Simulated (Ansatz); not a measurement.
`C[SiH2]Br` + HCl → `Cl[SiH2]Br` + CH₄ at 400 K and 1 bar (ligand exchange at the Si–C bond).

Program: Ansatz. Geometries: PBE0-D4/def2-TZVP. ΔE: electronic, gas phase. CCSD(T)/CBS is the MP2 limit (def2-TZVPP, def2-QZVPP) plus CCSD(T) − MP2 in def2-TZVPP, frozen cores. This one scheme is used for every species. For Br outer-core shells are correlated without core-valence functions, which leaves a few kJ/mol of doubt a bond. Scalar relativity is left out up to krypton.

```tsv
species	CCSD(T)/CBS energy (Eh)	H − E (kJ/mol)	S (J/(mol·K))
`C[SiH2]Br`	-2903.51417	168.6	335.0
HCl	-460.38127	29.6	195.4
`Cl[SiH2]Br`	-3323.46904	73.3	324.7
CH₄	-40.46206	131.3	197.2
```

H − E and S are ideal-gas, rigid-rotor, harmonic terms from PBE0-D4/def2-TZVP. 1 Eh = 2625.50 kJ/mol, R = 8.31446 J/(mol·K).

Question: By hand: ΔE, ΔH, ΔS and ΔG.

Answer: ΔE = (-3323.46904) + (-40.46206) − (-2903.51417) − (-460.38127) = -0.03566 Eh = -93.6 kJ/mol. Δ(H − E) = 73.3 + 131.3 − 168.6 − 29.6 = 6.4, so ΔH = -87.2 kJ/mol. ΔS = 324.7 + 197.2 − 335.0 − 195.4 = -8.5 J/(mol·K). ΔG = -87.2 − 400 × (-8.5)/1000 = -83.8 kJ/mol.

Question: By hand: the equilibrium constant, and the temperature at which ΔG would vanish if ΔH and ΔS stayed fixed.

Answer: log₁₀ K = −ΔG/(RT ln 10) = 10.9. ΔG = 0 at ΔH/ΔS = 10259 K, far beyond where these terms or the molecules hold.

The number of gas molecules stays the same, so ΔS is small and ΔH decides. A doubt of 5 kJ/mol in ΔE shifts log₁₀ K by 0.7 here. These are equilibria of isolated gas molecules and say nothing of rates. Largest T1 diagnostic: 0.008 (customary marks: 0.02 for closed shells, 0.045 for open ones).
